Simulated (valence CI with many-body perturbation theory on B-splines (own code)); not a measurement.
E1 transitions of Mn XX

Method: configuration interaction combined with many-body perturbation theory (CI+MBPT): four valence electrons over a frozen Dirac-Fock core [He], radial functions for each j: 11 s, 11 p, 10 d, 8 f, 5 g, 2 h, with the one-electron correlation potential Σ1, the two-electron term Σ2, the three-electron term Σ3, Breit, model QED; selected CI, second order for the rest, scaled by the run's own slope (own B-spline code, finite nucleus).

No measured levels were compared; by estimate levels of excited configurations hold to 0.05 to 0.15 % of their energy, terms of the ground configuration to about 0.5 %. Among the levels kept, up to 1000 cm⁻¹ of a level comes from second order outside the variational space, and about a tenth of that is noise between levels of different J, which matters for small intervals.

Lines 1 to 50 of 544 in falling wavelength, among levels below 8645.5 × 10³ cm⁻¹, chosen from the strongest by gf and those to the six lowest levels. Wavelengths and rates use the calculated energies, so an error of 500 cm⁻¹ moves a line at 74.35 nm by 0.37 % and its rate by three times that or more. Electric multipoles are in the length gauge, E1 and E2 with the static RPA response of the core. Weak lines are less certain than strong ones. Lines between different terms over intervals too small for the method are left out, as are lines whose strength nearly cancels. The highest levels of a list are the least certain.

Names give the largest LS component (configuration and term), which can be under half, so a name can repeat, a term be missing and a line seem to break the LS rules; names also repeat where a configuration has a term twice. Letters in brackets count levels of one name in rising energy.

```
λ vac (nm)                Upper                Lower   A (s⁻¹)  S (a.u.) with core polarisation  S without
     74.35      2p3.3p 3P_1 [a]         2p3.3s 3S°_1  3.92e+08                         2.38e-01   2.38e-01
     68.48  2s.2p2.3p 1D°_2 [a]       2s.2p2.3s 1D_2  3.12e+08                         2.47e-01   2.47e-01
     66.85      2p3.3p 3P_2 [a]         2p3.3s 3S°_1  4.60e+08                         3.39e-01   3.39e-01
     64.64          2p3.3p 1F_3         2p3.3s 1D°_2  6.72e+08                         6.27e-01   6.27e-01
     63.68          2p3.3p 3F_3         2p3.3s 3D°_3  5.86e+08                         5.23e-01   5.23e-01
     63.07          2p3.3p 3F_2         2p3.3s 3D°_2  5.49e+08                         3.40e-01   3.40e-01
     61.88       2s2.2p.3p 3D_1      2s2.2p.3s 3P°_1  5.41e+08                         1.90e-01   1.90e-01
     61.48      2s.2p2.3p 1F°_3       2s.2p2.3s 1D_2  7.62e+08                         6.12e-01   6.12e-01
     60.66       2s.2p2.3d 5P_3      2s.2p2.3p 5S°_2  2.43e+08                         1.88e-01   1.88e-01
     59.98   2s.2p2.3d 1F_3 [a]  2s.2p2.3p 3P°_2 [b]  2.88e+08                         2.15e-01   2.15e-01
     58.99   2s2.2p.3p 3P_1 [b]      2s2.2p.3s 1P°_1  7.01e+08                         2.13e-01   2.13e-01
     58.42          2p3.3p 5P_1         2p3.3s 5S°_2  1.03e+09                         3.04e-01   3.05e-01
     57.68  2s.2p2.3p 3D°_3 [a]   2s.2p2.3s 3P_2 [a]  8.49e+08                         5.63e-01   5.63e-01
     57.34  2s.2p2.3p 3D°_2 [a]       2s.2p2.3s 3P_1  8.55e+08                         3.98e-01   3.98e-01
     57.22   2s.2p2.3d 3F_4 [b]  2s.2p2.3p 3D°_3 [b]  4.26e+08                         3.54e-01   3.54e-01
     57.02          2p3.3p 5P_2         2p3.3s 5S°_2  1.15e+09                         5.25e-01   5.25e-01
     56.82         2p3.3d 5D°_3          2p3.3p 5P_3  3.64e+08                         2.31e-01   2.31e-01
     56.78          2p3.3p 3F_3         2p3.3s 3D°_2  4.49e+08                         2.84e-01   2.84e-01
     56.56       2s.2p2.3d 5P_2      2s.2p2.3p 5S°_2  5.57e+08                         2.49e-01   2.49e-01
     56.55          2p3.3p 3D_2         2p3.3s 3D°_1  1.00e+09                         4.48e-01   4.48e-01
     56.50      2s.2p2.3p 3F°_2       2s.2p2.3s 3D_1  6.39e+08                         2.85e-01   2.85e-01
     56.36       2s.2p2.3d 5F_5      2s.2p2.3p 5D°_4  1.03e+09                         1.01e+00   1.01e+00
     55.84         2p3.3d 5D°_4          2p3.3p 5P_3  1.20e+09                         9.28e-01   9.29e-01
     55.42  2s.2p2.3p 3P°_1 [a]   2s.2p2.3s 3P_2 [a]  8.00e+08                         2.02e-01   2.02e-01
     55.39      2s.2p2.3p 5D°_1       2s.2p2.3s 5P_1  1.04e+09                         2.62e-01   2.62e-01
     54.99   2s.2p2.3d 3F_3 [b]  2s.2p2.3p 3D°_2 [b]  4.99e+08                         2.86e-01   2.86e-01
     54.78       2s.2p2.3d 5P_1      2s.2p2.3p 5S°_2  8.05e+08                         1.96e-01   1.96e-01
     54.73       2s.2p2.3d 5F_4      2s.2p2.3p 5D°_3  1.11e+09                         8.10e-01   8.10e-01
     54.14  2s.2p2.3p 3P°_2 [a]   2s.2p2.3s 3P_2 [a]  1.10e+09                         4.29e-01   4.29e-01
     54.13   2s.2p2.3d 3D_3 [b]  2s.2p2.3p 3D°_3 [b]  4.55e+08                         2.49e-01   2.49e-01
     53.51       2s.2p2.3d 3G_5      2s.2p2.3p 3F°_4  1.26e+09                         1.05e+00   1.05e+00
     53.29          2p3.3p 3F_4         2p3.3s 3D°_3  1.82e+09                         1.22e+00   1.23e+00
     53.02   2s.2p2.3d 3F_4 [b]      2s.2p2.3p 1F°_3  2.88e+08                         1.91e-01   1.91e-01
     53.01   2s.2p2.3d 3F_4 [c]  2s.2p2.3p 3D°_3 [c]  1.09e+09                         7.18e-01   7.18e-01
     52.79       2s.2p2.3d 5F_3      2s.2p2.3p 5D°_2  1.16e+09                         5.91e-01   5.92e-01
     52.77   2s.2p2.3d 3D_3 [d]  2s.2p2.3p 3P°_2 [c]  1.16e+09                         5.91e-01   5.91e-01
     52.76       2s.2p2.3d 5D_4      2s.2p2.3p 5D°_4  4.55e+08                         2.97e-01   2.97e-01
     52.59   2s.2p2.3d 3D_3 [c]  2s.2p2.3p 3D°_2 [c]  1.18e+09                         5.92e-01   5.92e-01
     52.48          2p3.3p 3D_3         2p3.3s 3D°_2  1.16e+09                         5.79e-01   5.80e-01
     52.35  2s.2p2.3p 3D°_3 [c]   2s.2p2.3s 3P_2 [b]  1.28e+09                         6.33e-01   6.33e-01
     52.25       2s.2p2.3d 5D_2      2s.2p2.3p 5P°_2  5.38e+08                         1.89e-01   1.89e-01
     51.76   2s.2p2.3d 3D_2 [b]  2s.2p2.3p 3D°_2 [b]  4.66e+08                         1.60e-01   1.60e-01
     51.73          2p3.3p 5P_3         2p3.3s 5S°_2  1.77e+09                         8.45e-01   8.45e-01
     51.57         2p3.3d 5D°_3          2p3.3p 5P_2  9.94e+08                         4.71e-01   4.71e-01
     51.56         2p3.3d 5D°_2          2p3.3p 5P_2  7.93e+08                         2.68e-01   2.68e-01
     51.41       2s.2p2.3d 3G_4      2s.2p2.3p 3F°_3  1.28e+09                         7.72e-01   7.72e-01
     51.19   2s.2p2.3d 1F_3 [b]  2s.2p2.3p 1D°_2 [b]  1.14e+09                         5.30e-01   5.30e-01
     51.11         2p3.3d 3D°_2      2p3.3p 3P_1 [a]  1.09e+09                         3.61e-01   3.61e-01
     51.05       2s.2p2.3d 5D_4      2s.2p2.3p 5P°_3  9.15e+08                         5.41e-01   5.41e-01
     51.04   2s.2p2.3d 3F_2 [b]  2s.2p2.3p 3D°_1 [b]  6.36e+08                         2.09e-01   2.09e-01
```
